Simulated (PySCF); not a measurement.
# Electron correlation in Tl (thallium, neutral)

[Xe] 4f14 5d10 6s1 6p2, high-spin 4P determinant (an excited configuration). Computed with PySCF 2.14 in ANO-RCC-VTZP, with the spin-free X2C one-electron Hamiltonian (Gaussian nucleus). Frozen: [Kr] 4d10 4f14; 21 electrons correlated.

MP2 pair energies summed by pair of shells (mhartree):

| pair | energy | share (%) |
| --- | --- | --- |
| 5d-5d | -299.29 | 50.7 |
| 5p-5d | -129.88 | 22.0 |
| 5d-6p | -40.04 | 6.8 |
| 5d-6s | -35.43 | 6.0 |
| 5p-5p | -31.72 | 5.4 |
| 5s-5d | -22.02 | 3.7 |
| 5s-5p | -15.19 | 2.6 |
| 5p-6s | -4.49 | 0.8 |
| 5p-6p | -3.57 | 0.6 |
| 6s-6p | -3.10 | 0.5 |
| 6p-6p | -2.95 | 0.5 |
| 5s-5s | -2.31 | 0.4 |
| 5s-6s | -0.32 | 0.1 |
| 5s-6p | -0.31 | 0.1 |

Total MP2 correlation energy: -590.63 mhartree.

Same-spin part -210.45 and opposite-spin part -380.18 mhartree; SCS-MP2 scales them by 1/3 and 6/5 to -526.36 mhartree.

Spin-orbit coupling is strong in this species, so the high-spin LS determinant is a model state.
